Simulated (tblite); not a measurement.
Species: C3H10OSSi2.
Numbering: `[O:1]=[C:2]([SiH3:3])[CH2:4][S:5][CH2:6][SiH3:7]` (hydrogens: H8, H9, H10 on Si3; H11, H12 on C4; H13, H14 on C6; H15, H16, H17 on Si7)

Computed with GFN2-xTB (tblite), gas phase: L-BFGS steps from a force-field or distance-geometry start until the largest atomic force falls under 0.01 eV/Å.

Step 81: E = -605.6582 eV
```
atom  x, y, z in Å  |  force x, y, z in eV/Å
O1      1.4944   -1.9063    0.8781    0.011   0.036  -0.041
C2      1.5579   -1.0845   -0.0097    0.003  -0.011   0.028
Si3     2.5410    0.5534    0.2129   -0.024  -0.014  -0.001
C4      0.7277   -1.2078   -1.2587    0.012  -0.008   0.009
S5     -0.3798    0.2356   -1.2120    0.000   0.010   0.015
C6     -1.4089   -0.2071    0.2193   -0.006  -0.003  -0.005
Si7    -2.6923    1.1647    0.5406    0.001  -0.009   0.003
H8      3.8619    0.1515    0.6892    0.003  -0.002   0.000
H9      2.6053    1.2486   -1.0688    0.009  -0.010   0.001
H10     1.8450    1.3435    1.2273   -0.015  -0.011  -0.020
H11     1.3335   -1.0901   -2.1556    0.004  -0.002   0.011
H12     0.1397   -2.1266   -1.3017    0.016   0.002  -0.002
H13    -0.7539   -0.3464    1.0780   -0.010  -0.012  -0.014
H14    -1.8886   -1.1585   -0.0074    0.006   0.012  -0.001
H15    -3.5552    0.6716    1.6153   -0.001   0.019   0.005
H16    -1.9793    2.3771    0.9359   -0.001   0.012   0.013
H17    -3.4553    1.3933   -0.6838   -0.008  -0.008   0.000
```

Step 82: E = -605.6584 eV
```
atom  x, y, z in Å  |  force x, y, z in eV/Å
O1      1.5036   -1.9123    0.8739    0.012   0.038  -0.047
C2      1.5606   -1.0870   -0.0113   -0.007  -0.013   0.036
Si3     2.5330    0.5564    0.2151   -0.013  -0.012  -0.005
C4      0.7285   -1.2106   -1.2589   -0.001   0.005   0.008
S5     -0.3797    0.2332   -1.2133    0.005  -0.006   0.023
C6     -1.4093   -0.2100    0.2181    0.008  -0.002  -0.015
Si7    -2.6860    1.1660    0.5409   -0.009   0.010   0.003
H8      3.8552    0.1607    0.6929    0.002   0.000   0.003
H9      2.5976    1.2518   -1.0664    0.008  -0.008   0.000
H10     1.8312    1.3439    1.2278   -0.014  -0.015  -0.021
H11     1.3326   -1.0936   -2.1571    0.005  -0.006   0.014
H12     0.1392   -2.1287   -1.2995    0.021  -0.001  -0.006
H13    -0.7544   -0.3513    1.0763   -0.003  -0.017  -0.011
H14    -1.8917   -1.1596   -0.0095    0.005   0.007  -0.003
H15    -3.5496    0.6792    1.6167   -0.009   0.011   0.015
H16    -1.9679    2.3755    0.9351    0.003   0.016   0.014
H17    -3.4498    1.3986   -0.6820   -0.011  -0.008  -0.006
```

Step 83: E = -605.6586 eV
```
atom  x, y, z in Å  |  force x, y, z in eV/Å
O1      1.5169   -1.9192    0.8678    0.012   0.033  -0.044
C2      1.5642   -1.0896   -0.0137   -0.018  -0.017   0.037
Si3     2.5217    0.5609    0.2178   -0.004  -0.002  -0.005
C4      0.7295   -1.2152   -1.2593   -0.013   0.017   0.005
S5     -0.3803    0.2281   -1.2161    0.011  -0.017   0.024
C6     -1.4092   -0.2133    0.2163    0.014   0.000  -0.020
Si7    -2.6775    1.1689    0.5413   -0.015   0.027   0.003
H8      3.8453    0.1722    0.6976    0.004   0.003   0.007
H9      2.5866    1.2583   -1.0625    0.007  -0.006  -0.001
H10     1.8112    1.3420    1.2296   -0.011  -0.019  -0.025
H11     1.3314   -1.0997   -2.1591    0.008  -0.007   0.015
H12     0.1405   -2.1334   -1.2969    0.022  -0.006  -0.009
H13    -0.7542   -0.3581    1.0734    0.005  -0.017  -0.006
H14    -1.8959   -1.1605   -0.0111    0.001   0.001  -0.007
H15    -3.5422    0.6895    1.6187   -0.016   0.003   0.023
H16    -1.9526    2.3744    0.9351    0.005   0.016   0.012
H17    -3.4423    1.4068   -0.6798   -0.012  -0.009  -0.009
```

Step 84: E = -605.6590 eV
```
atom  x, y, z in Å  |  force x, y, z in eV/Å
O1      1.5389   -1.9309    0.8578    0.012   0.031  -0.045
C2      1.5696   -1.0940   -0.0174   -0.029  -0.023   0.042
Si3     2.5038    0.5678    0.2219    0.012   0.004  -0.002
C4      0.7309   -1.2227   -1.2601   -0.020   0.022   0.002
S5     -0.3822    0.2181   -1.2221    0.016  -0.021   0.022
C6     -1.4091   -0.2182    0.2131    0.011   0.005  -0.018
Si7    -2.6647    1.1747    0.5421   -0.015   0.041   0.004
H8      3.8301    0.1913    0.7050   -0.002   0.009   0.010
H9      2.5683    1.2696   -1.0557    0.004  -0.004  -0.003
H10     1.7791    1.3378    1.2329   -0.006  -0.023  -0.029
H11     1.3302   -1.1094   -2.1619    0.014  -0.006   0.016
H12     0.1446   -2.1426   -1.2937    0.017  -0.011  -0.010
H13    -0.7530   -0.3679    1.0682    0.014  -0.015  -0.001
H14    -1.9031   -1.1616   -0.0125   -0.005  -0.006  -0.013
H15    -3.5314    0.7057    1.6220   -0.018  -0.004   0.027
H16    -1.9277    2.3735    0.9357    0.004   0.010   0.008
H17    -3.4312    1.4209   -0.6763   -0.009  -0.010  -0.009
```

**Question.** Estimate the geometry and energy of step 85. (The exact step hangs on the optimiser's Hessian estimate; all steps are aligned on step 84, rigid shifts and turns removed.)

**Answer.** E = -605.6594 eV, largest force 0.050 eV/Å
```
atom  x, y, z in Å  |  force x, y, z in eV/Å
O1      1.5657   -1.9438    0.8455    0.010   0.013  -0.026
C2      1.5762   -1.0983   -0.0213   -0.037  -0.022   0.025
Si3     2.4845    0.5754    0.2263    0.022   0.015  -0.001
C4      0.7327   -1.2305   -1.2605   -0.021   0.019  -0.002
S5     -0.3842    0.2066   -1.2276    0.017  -0.012   0.011
C6     -1.4098   -0.2233    0.2098    0.000   0.008  -0.008
Si7    -2.6515    1.1820    0.5431   -0.010   0.041   0.007
H8      3.8124    0.2117    0.7145   -0.001   0.015   0.016
H9      2.5489    1.2805   -1.0494    0.003  -0.001  -0.005
H10     1.7430    1.3326    1.2349    0.000  -0.024  -0.032
H11     1.3292   -1.1191   -2.1645    0.021  -0.003   0.018
H12     0.1511   -2.1531   -1.2905    0.007  -0.015  -0.009
H13    -0.7534   -0.3797    1.0632    0.021  -0.010   0.000
H14    -1.9117   -1.1625   -0.0149   -0.013  -0.010  -0.016
H15    -3.5196    0.7243    1.6270   -0.016  -0.008   0.023
H16    -1.9001    2.3724    0.9358    0.002   0.007   0.004
H17    -3.4201    1.4368   -0.6724   -0.005  -0.012  -0.005
```

The energy changes by -0.0004 eV. The first-order estimate −F·Δx gives -0.0006 eV and the mean of the old and new forces, exact on a quadratic surface, -0.0004 eV. The step makes an angle of 87° with the force vector and moves no atom by more than 0.037 Å.

The cost below is that of the whole relaxation. Time: 1.9 s. Hardware: one thread, Arm Neoverse N1 (aarch64), shared host with 64 logical CPUs at a one-minute load of 61.
